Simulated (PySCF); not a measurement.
# Vibration and rotation of CsH

RHF-CCSD(T) constants of CsH, ¹Σ⁺ (singlet), closed shell (basis Cs def2-TZVP with ECP46, H def2-TZVP; scalar-relativistic core potentials; PySCF 2.14; masses 132.9054 and 1.0078 u):

| Property | Result |
| --- | --- |
| ωe | 812.5 cm⁻¹ |
| ωexe | 11.7 cm⁻¹ |
| Be | 2.5518 cm⁻¹ |
| αe | 0.0641 cm⁻¹ |
| D (centrifugal) | 0.000101 cm⁻¹ |
| De to Cs + H | 1.41 eV |

(1) Give the vibrational terms G(v) and spacings up to v = 6.

(2) How well does the Morse estimate ωe²/(4ωexe) reproduce De, and what is D0?

Correlated steps freeze no core orbitals. Spin–orbit coupling is left out. Where the molecule has an RHF reference, its open-shell atoms are computed with UHF. The CCSD T1 diagnostic is raised, a sign that a single reference may not be enough here.

## Answers

(1) G(v) = ωe(v+½) − ωexe(v+½)².

| v | G(v) (cm⁻¹) | G(v) − G(v−1) | Bv (cm⁻¹) |
| --- | --- | --- | --- |
| 0 | 403 |  | 2.520 |
| 1 | 1192 | 789 | 2.456 |
| 2 | 1958 | 766 | 2.392 |
| 3 | 2700 | 742 | 2.327 |
| 4 | 3419 | 719 | 2.263 |
| 5 | 4115 | 696 | 2.199 |
| 6 | 4787 | 672 | 2.135 |

(2) It gives 1.75 eV, 124 % of the computed De. D0 = De − G(0) = 1.41 − 0.05 = 1.36 eV.
